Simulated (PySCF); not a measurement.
All values below come from PySCF with ωB97X-D3(BJ)/def2-TZVP // B3LYP-D3(BJ)/def2-TZVP. Isolated molecules, 0 K electronic values unless said otherwise. 

Reference species (SMILES): `[Ge]([Cl])([Cl])[Cl]` (neutral, multiplicity 2).

```json
{
 "dipole_moment": "1.33 D"
}
```

Changed species: `[GeH2][Cl]` (radical fragment; the reference has radical fragment).

### Question
What does the change do to the dipole moment?

### Answer
the dipole moment rises by 0.65 D, to 1.98 D.
